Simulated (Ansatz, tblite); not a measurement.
Removing and adding an electron: BH2(nPr) (C3H9B). Total charge 0; singlet. Geometry: PBE-D4/def2-SVP. Ansatz, gas phase; energy differences of separate SCF runs; the oxidised species was run as a doublet alone; the reduced species was run as a doublet alone.

```
atom   x (Å)   y (Å)   z (Å)
  B1   1.215  -0.530  -1.625
  H2   2.209   0.133  -1.877
  H3   1.259  -1.729  -1.848
  C4  -0.036   0.103  -0.934
  C5   0.140  -0.128   0.596
  C6  -1.020   0.444   1.416
  H7  -0.984  -0.386  -1.246
  H8  -0.133   1.194  -1.115
  H9   1.093   0.330   0.940
 H10   0.236  -1.217   0.802
 H11  -1.985  -0.021   1.125
 H12  -0.874   0.268   2.502
 H13  -1.119   1.539   1.262
```

The xTB rows come from tblite. HOMO above LUMO, or a gap near zero within one spin, warns that the state may not be the lowest or that an electron is smeared out.

Estimate orbital energies and vertical ionisation energies and electron affinities at: GFN1-xTB; GFN2-xTB; PBE-D4/def2-TZVP; PBE-D4/def2-TZVPD; r2SCAN-D4/def2-TZVP; r2SCAN-D4/def2-TZVPD; PBE0-D4/def2-TZVP; PBE0-D4/def2-TZVPD.


```tsv
level	−HOMO (eV)	vertical IE (eV)	−LUMO (eV)	vertical EA (eV)	HOMO–LUMO gap (eV)	IE − EA (eV)	remarks
GFN1-xTB	12.23	15.32	7.60	3.86	4.63	11.45	–
GFN2-xTB	11.15	14.03	6.93	2.42	4.22	11.61	–
PBE-D4/def2-TZVP	7.36	10.47	2.33	–	5.03	–	gap within one spin near zero (+1 doublet)
PBE-D4/def2-TZVPD	7.36	–	2.35	-0.23	5.02	–	HOMO above zero (-1 doublet)
r2SCAN-D4/def2-TZVP	7.63	10.61	1.91	–	5.72	–	–
r2SCAN-D4/def2-TZVPD	7.64	–	1.92	-0.28	5.72	–	HOMO above zero (-1 doublet)
PBE0-D4/def2-TZVP	8.71	10.83	1.30	–	7.41	–	–
PBE0-D4/def2-TZVPD	8.71	–	1.32	-0.35	7.39	–	HOMO above zero (-1 doublet)
```

   A HOMO above zero means that the electron is unbound at that level or that self-interaction error raises the level; the energy of removing that electron tells which. Raw xTB energy differences between charge states are shifted by several eV; the methods need an empirical correction for them. A negative affinity means that the extra electron isn't bound; its size then hangs on the basis.
